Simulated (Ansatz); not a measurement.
Sn4Ge2H12, an alloyed cluster cut from the lattice of tin (2 Ge, core). Charge 0, multiplicity 3. Geometry PBE-D4/def2-SVP, that of the neutral singlet; atoms count from 1.

```csv
atom,x (Å),y (Å),z (Å)
Ge1,-0.701,-2.178,0.994
Sn2,-1.957,1.666,-0.006
Sn3,1.886,0.078,-1.905
Sn4,1.761,-1.875,0.112
Sn5,0.537,2.398,-1.070
Ge6,-1.579,-0.090,1.919
H7,-0.741,-3.307,2.066
H8,-1.617,-2.622,-0.183
H9,-2.833,3.045,0.578
H10,-2.919,0.924,-1.245
H11,3.537,0.427,-2.311
H12,1.125,-0.530,-3.341
H13,2.767,-1.382,1.437
H14,2.375,-3.392,-0.467
H15,1.465,3.184,0.168
H16,0.358,3.531,-2.374
H17,-0.556,0.481,2.945
H18,-2.909,-0.359,2.685
```

In the def2 sets Sn takes a core potential; there is no spin–orbit coupling. At PBE0-D4/def2-TZVP a singlet of charge 0 lies 4.33 eV below the triplet at the same geometry.

Estimate the Mulliken populations from the PBE0/def2-TZVP orbitals of Ansatz.


```
atom  charge (e)  spin (α − β)
 Ge1       -0.10          0.00
 Sn2        0.10          0.24
 Sn3        0.10          0.58
 Sn4        0.11          0.22
 Sn5        0.10          0.58
 Ge6       -0.10          0.01
  H7        0.03          0.01
  H8        0.03          0.00
  H9       -0.03          0.08
 H10       -0.03         -0.01
 H11       -0.06          0.10
 H12       -0.03          0.00
 H13       -0.03          0.00
 H14       -0.04          0.08
 H15       -0.03          0.00
 H16       -0.06          0.09
 H17        0.03          0.00
 H18        0.03          0.01
```
Mulliken values depend strongly on the basis.

Where does the spin sit?

Summed by element: Ge 0.01, Sn 1.63, H 0.36, of 2 unpaired in all. Largest on single atoms: Sn5 0.58, Sn3 0.58, Sn2 0.24.

And the Mayer bond orders between heavy atoms (over 0.3)?

Ge1–Sn4 0.86 (2.63 Å); Ge1–Ge6 0.87 (2.45 Å); Sn2–Sn5 0.72 (2.81 Å); Sn2–Ge6 0.86 (2.63 Å); Sn3–Sn4 0.73 (2.81 Å).
